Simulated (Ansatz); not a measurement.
`[O][GeH]([F])[F]` radical. Charge 0, multiplicity 2. All single points use the PBE0-D4/def2-TZVP geometry.

```xyz
5

O    -0.131    1.731   -0.218
Ge    0.069   -0.017    0.029
F    -0.195   -0.823   -1.458
F    -1.191   -0.585    1.041
H     1.447   -0.306    0.606
```

Problem. What is the dipole moment at B3LYP/def2-TZVPP? (Best estimate.)

Solution. Ansatz gave: 2.26 D, with components (2.09, -0.21, 0.85) D in this frame, pointing from negative to positive charge.

Problem. And with PBE, r2SCAN, ωB97M-V? (Estimate.)

Solution. Ansatz gave: PBE 2.16 D, r2SCAN 2.20 D, ωB97M-V 2.25 D.

Problem. Give the Mulliken charges with B3LYP, PBE, ωB97M-V in def2-TZVPP. (Estimate.)

Solution. The calculation gave: 
```
atom  B3LYP    PBE  ωB97M-V
  O1  -0.28  -0.25    -0.28
 Ge2   0.94   0.83     0.93
  F3  -0.34  -0.30    -0.34
  F4  -0.34  -0.30    -0.34
  H5   0.02   0.02     0.04
```

B3LYP here is the variant with VWN-RPA as its local correlation; programs differ in this.
